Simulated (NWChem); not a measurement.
# C$_{2}$H$_{3}$ClO$_{2}$Si; SMILES [Si@@H]1(C(OC1)=O)Cl

```xyz
9

O      1.5867    -1.9060     0.0874
C      0.5756    -1.2948    -0.0042
O     -0.6521    -1.7549     0.4057
C     -1.5764    -0.6694     0.1666
Si    -0.1998     0.3728    -0.6271
Cl     0.3453     2.1170     0.3160
H     -2.3991    -1.0080    -0.4811
H     -1.9881    -0.2989     1.1174
H     -0.2483     0.6273    -2.0919
```
Atoms are numbered in this order, from 1.

Computed with NWChem. The geometry was optimised at PBE0/def2-SVP. Level: PBE0/def2-SVP with SMD (1 M gas to 1 M solution), gas-phase geometry. Reactions with the solvent are ignored.

For solvent water:

```yaml
cavity-dispersion-structure term (kcal/mol): 4.4
dipole in solution (D): 5.10
```

How do the values read with solvent toluene instead?


| Quantity | Value |
|---|---|
| cavity-dispersion-structure term (kcal/mol) | -1.7 |
| dipole in solution (D) | 4.24 |
